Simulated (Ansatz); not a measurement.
Stepwise reaction of `[Cl][Al]([Br])[Br]` with hydrogen sulfide, as a gas-phase model of exchange steps in deposition or etching. ΔE in kJ/mol; ΔG adds harmonic PBE0-D4 terms to CCSD(T)/CBS, at 1 bar.

Gas-phase electronic energies from Ansatz, PBE0-D4/def2-TZVP geometries. CCSD(T)/CBS adds triple-zeta CCSD(T) − MP2 to the extrapolated MP2 energy (def2 sets, frozen cores). This one scheme is used for every species. DFT in def2-TZVPP. B3LYP here is the variant with VWN-RPA as its local correlation; programs differ in this. For Br outer-core shells are correlated without core-valence functions, which leaves a few kJ/mol of doubt a bond. Scalar relativity is left out up to krypton. One conformer a species, not always the lowest.

```tsv
step	reaction	PBE-D4	B3LYP-D4	ωB97M-V	CCSD(T)/CBS	ΔG(600 K)
1	`[Cl][Al]([Br])[Br]` + H₂S → `[SH][Al]([Cl])[Br]` + HBr	35.5	40.4	41.6	43.0	42.5
2	`[SH][Al]([Cl])[Br]` + H₂S → `[SH][Al]([SH])[Cl]` + HBr	40.6	45.5	46.7	47.9	52.4
```

**Question.** By hand: ΔE of the 2 steps together at CCSD(T)/CBS.

**Answer.** (43.0) + (47.9) = 90.9 kJ/mol, or 45.5 kJ/mol a step.

In ΔE the steps differ by no more than 4.9 kJ/mol. All are uphill at CCSD(T)/CBS. ΔG lies between 42.5 and 52.4 kJ/mol a step. PBE-D4 differs from CCSD(T)/CBS by -7.5 to -7.3 kJ/mol a step. Isolated molecules leave out the surface, adducts and barriers. Largest T1 diagnostic: 0.010.
